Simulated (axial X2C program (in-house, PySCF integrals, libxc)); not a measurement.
**ClGeCl⁺: properties at the nuclei**

Computed with an axial X2C code built on PySCF integrals: two-component X2C with atomic mean-field Coulomb and Gaunt terms, Gaussian nuclei, basis Cl dyall-av3z, Ge dyall-v3z with contracted cores.

Cl–Ge–Cl held linear, with bonds 2.146 and 2.146 Å (near the PBE0 minimum at charge 1 of the determinant lowest at the starting distance; the state shown can have its own minimum elsewhere, held linear; other orders of the atoms were not compared).

Input and command:
```json
{"zs": [17, 32, 17], "q": 1, "bas": ["dyall-av3z", "dyall-v3z", "dyall-av3z"], "r0": [2.2, 2.2], "symm": 1, "scan": ["PBE0", "HF", "PBE"], "levels": ["PBE0", "HF", "B3LYP"], "nst": 2}
```
```bash
python solin.py task.json out
```

Keys: zs atomic numbers; q charge; bas basis sets; r0 starting distance in Å; symm equal bonds; scan levels of the two-bond scan; levels methods; nst determinants followed.

Determinant lowest in the PBE0 search, Ω = 1/2 (⟨Sz⟩ = 0.50, ⟨Lz⟩ = 0.00 at PBE0), spin on the atoms Cl 0.18, Ge 0.15, Cl 0.18:

```json
{"level": "PBE0", "A∥/gI Cl (MHz)": "349", "qzz Cl (a.u.)": "2.32", "A∥/gI Ge (MHz)": "3550", "qzz Ge (a.u.)": "-3.45"}
{"level": "HF", "A∥/gI Cl (MHz)": "411", "qzz Cl (a.u.)": "2.51", "A∥/gI Ge (MHz)": "3750", "qzz Ge (a.u.)": "-4.16"}
{"level": "B3LYP", "A∥/gI Cl (MHz)": "353", "qzz Cl (a.u.)": "2.32", "A∥/gI Ge (MHz)": "3460", "qzz Ge (a.u.)": "-3.34"}
```

Determinant 2.80 eV from it at PBE0 and this distance, Ω = 3/2 (⟨Sz⟩ = 0.50, ⟨Lz⟩ = 1.00 at PBE0), spin on the atoms Cl 0.28, Ge -0.06, Cl 0.28:

```json
{"level": "PBE0", "A∥/gI Cl (MHz)": "190", "qzz Cl (a.u.)": "-1.72", "A∥/gI Ge (MHz)": "7.55", "qzz Ge (a.u.)": "-3.10"}
{"level": "HF", "A∥/gI Cl (MHz)": "263", "qzz Cl (a.u.)": "-2.14", "A∥/gI Ge (MHz)": "7.28", "qzz Ge (a.u.)": "-2.09"}
{"level": "B3LYP", "A∥/gI Cl (MHz)": "192", "qzz Cl (a.u.)": "-1.79", "A∥/gI Ge (MHz)": "5.47", "qzz Ge (a.u.)": "-3.12"}
```

A∥ (defined per Ω) follows by multiplying with gI = μI/(I μN); qzz is the electric field gradient, eQq0 = 234.96 MHz × Q/barn × qzz. The operators were transformed with the bare-nucleus X2C matrices; with these basis sets, hyperfine constants and field gradients can be off by tens of per cent, and where levels differ in sign neither size nor sign is settled.

**Question.** With gI(35Cl) = 0.5479, Q(35Cl) = -0.08112 barn, gI(73Ge) = -0.1954, Q(73Ge) = -0.196 barn (g factors from the IAEA table of nuclear moments by Stone; Q from Pyykkö, Mol. Phys. 2018), turn the PBE0 values of the first state into constants in MHz.

**Answer.** A∥(35Cl) = 349 × 0.5479 = 191 MHz; eQq0(35Cl) = 234.96 × (-0.08112) × (2.32) = -44.2 MHz; A∥(73Ge) = 3550 × -0.1954 = -694 MHz; eQq0(73Ge) = 234.96 × (-0.196) × (-3.45) = 159 MHz.

The molecule was held linear; bending was not examined, so a bent shape may lie lower.

Each state is one determinant with collinear spin. Unrestricted Hartree–Fock can overshoot spin polarisation at the nuclei. The search compared states at one distance, so a state with another bond length can lie lower. PBE0 term energies can be off by some tenths of an eV.
